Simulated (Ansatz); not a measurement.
Abridged output of a molecular run in Ansatz:

```
Functional definition: HF
2684 factors; integrals over basis functions are off by at most 9.3e-4 eV
mean field evaluation 1: about -28035.7500 eV, gradient 4.6e1 eV
mean field evaluation 2: about -28036.2474 eV, gradient 4.6e1 eV
mean field evaluation 4: about -28042.3249 eV, gradient 5.4e0 eV
mean field evaluation 8: about -28042.4369 eV, gradient 3.3e-1 eV
mean field -28042.43742964 eV, -1030.5405676926 hartree, gradient 3.0e-6 eV, S^2 0.000000; 0 other end points of the search recorded, 0 dependent functions left out
16 core orbitals not correlated: weight in the atoms' cores, before any rotation towards them, 1.000 or more for the frozen orbitals, at most 0.000 for the correlated occupied ones
reference -28042.43742964 eV, -1030.5405676926 hartree; 25, 25 occupied and 425, 425 virtual orbitals, 2684 factors
second order -38.43268081 eV of doubles, -0.00000000 eV of singles
cycle   1  -39.77747391 eV  change    -1.3e0 eV  update   1.3e-1
cycle   2  -40.74527957 eV  change   -9.7e-1 eV  update   3.6e-2
cycle   3  -40.91284928 eV  change   -1.7e-1 eV  update   1.6e-2
cycle   4  -40.90496155 eV  change    7.9e-3 eV  update   3.9e-3
cycle   5  -40.90447513 eV  change    4.9e-4 eV  update   2.0e-3
cycle   6  -40.90470317 eV  change   -2.3e-4 eV  update   6.9e-4
cycle   7  -40.90439770 eV  change    3.1e-4 eV  update   2.9e-4
cycle   8  -40.90439798 eV  change   -2.8e-7 eV  update   8.7e-5
cycle   9  -40.90441484 eV  change   -1.7e-5 eV  update   2.8e-5
perturbative correction -1.78996715 eV, -0.0657800794 hartree
Total energy: -28085.13181163 eV, -1032.1095572914 hartree
```

Its atoms:

Z-matrix (Å, degrees):
```
C
C 1 1.518
H 1 1.092 2 111.1
H 1 1.094 2 111.1 3 -120.0
H 1 1.092 2 111.0 3 120.1
C 2 1.517 1 113.8 3 -179.8
H 2 1.095 1 110.3 3 -57.6
H 2 1.096 1 109.9 3 59.2
S 6 1.818 2 114.9 1 64.7
H 6 1.096 2 111.1 1 -52.2
H 6 1.092 2 111.4 1 -171.8
S 9 2.029 6 103.5 2 65.0
C 12 1.818 9 103.5 6 85.0
C 13 1.517 12 114.9 9 65.0
H 13 1.096 12 103.4 9 -173.7
H 13 1.092 12 108.2 9 -60.1
C 14 1.518 13 113.8 12 64.8
H 14 1.096 13 107.8 12 -173.0
H 14 1.095 13 108.5 12 -58.3
H 17 1.092 14 111.1 13 -179.7
H 17 1.094 14 111.1 13 60.4
H 17 1.092 14 111.0 13 -59.6
```

Problem. Which basis set was used?
A. def2-TZVPP
B. def2-QZVPP
C. cc-pV(Q+d)Z
D. def2-SVPD

Solution. A. It gives 466 functions.

Problem. Write the keys of the input that set method, charge and spin (a neutral closed shell needs none for the last two).

Solution. 
```yaml
correlation: {method: ccsd_t}
```
